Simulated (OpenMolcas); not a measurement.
Ti3+: input and output

Ti3+ with 5 ligands (chloride) in square pyramidal coordination (C4v) at 2.37 Å, the axial distance 2.631 Å. A charge of +0.4 e stands 2.8 Å behind each ligand. Ligand basis ANO-RCC-VDZP.

Input:

```
&GATEWAY
Coord
6

Ti 0.0 0.0 0.0
Cl 2.370000 0.000000 0.000000
Cl 0.000000 2.370000 0.000000
Cl -2.370000 0.000000 0.000000
Cl 0.000000 -2.370000 0.000000
Cl 0.000000 0.000000 2.630700
Basis=Ti.ANO-RCC-VDZP,Cl.ANO-RCC-VDZP
Group=NoSym
NoMove
AngMom=0.0 0.0 0.0
AMFI
RICD
XField
5 Angstrom 0
5.170000 0.000000 0.000000 0.400000
0.000000 5.170000 0.000000 0.400000
-5.170000 0.000000 0.000000 0.400000
0.000000 -5.170000 0.000000 0.400000
0.000000 0.000000 5.430700 0.400000
&SEWARD
* reference wave functions (RASSCF and RASSI steps not shown): 1 electron in 5 orbitals (3d)
>>> COPY JOB001 $Project.JobIph
&CASPT2
Multistate=5 1 2 3 4 5
NoMult
Frozen=30
IPEA=0.25
Imaginary=0.1
MaxIter=60
WThr=0.0 0.3 0.05
PrWF=0.5
NoMix
```

Launched by
```bash
OMP_NUM_THREADS=1 MOLCAS_MEM=2457 MOLCAS_PROJECT=a pymolcas a.inp > a.log  # once for each step of the input, in one work folder
```

Output, cut to the results:

```
--- CASPT2 ---
Orbital specifications:
      -----------------------

      Symmetry species                           1
                                                 a
      Frozen orbitals                           30
      Inactive orbitals                         24
      Active orbitals                            5
      Secondary orbitals                        65
      Deleted orbitals                           0
      Number of basis functions                124
Type of calculation                        SS-CASPT2
      Fock operator                              state-specific
      IPEA shift                                 0.25
      Real shift                                 0.00
      Imaginary shift                            0.10
      The input orbitals will be transformed to quasi-canonical
Reference energy:       -3158.1974624379
      E2 (Non-variational):      -1.0694158762
      Shift correction:          -0.0018257781
      E2 (Variational):          -1.0712416543
      Total energy:           -3159.2687040922
      Residual norm:              0.0000001556
      Reference weight:           0.70700
      Contributions to the CASPT2 correlation energy
      Active & Virtual Only:         -0.0000000155
      One Inactive Excited:          -0.0570567693
      Two Inactive Excited:          -1.0123590915
Reference energy:       -3158.1974624379
      E2 (Non-variational):      -1.0694110105
      Shift correction:          -0.0018257202
      E2 (Variational):          -1.0712367306
      Total energy:           -3159.2686991685
      Residual norm:              0.0000001556
      Reference weight:           0.70701
      Contributions to the CASPT2 correlation energy
      Active & Virtual Only:         -0.0000000155
      One Inactive Excited:          -0.0570567111
      Two Inactive Excited:          -1.0123542838
::    CASPT2 Root  1     Total energy:  -3159.26870409
::    CASPT2 Root  2     Total energy:  -3159.26869917
::    CASPT2 Root  3     Total energy:  -3159.25885702
::    CASPT2 Root  4     Total energy:  -3159.25301256
::    CASPT2 Root  5     Total energy:  -3159.19263434
```

Spin-orbit levels above the lowest, with the averaged single-state CASPT2 energies on the diagonal:

| E (cm-1) | Degeneracy | 2S+1 | g |
| --- | --- | --- | --- |
| 0 | 2 | 2 | 0.10 0.18 0.18 |
| 140 | 2 | 2 | 0.12 0.12 3.89 |
| 2240 | 2 | 2 | 1.94 2.13 2.13 |
| 3520 | 2 | 2 | 2.00 2.18 2.18 |
| 16770 | 2 | 2 | 2.01 2.01 2.05 |

Over all roots computed the reference weight is 0.71; a low but even weight reflects the number of correlated electrons. An orbital doublet at a regular site is open to a Jahn-Teller distortion, which this geometry leaves out. The least metal-like active orbital is 84 % on the metal (Löwdin) and no ligand orbital is active, so the numbers are rough. Ligand-to-metal charge-transfer states are missing. No measured value stands beside these numbers; the geometry was imposed, not optimised, and the real ion may take another.

The CASPT2 steps took 26 s on 1 thread of Arm Neoverse V1, with other jobs on the host; the integral step is not counted.
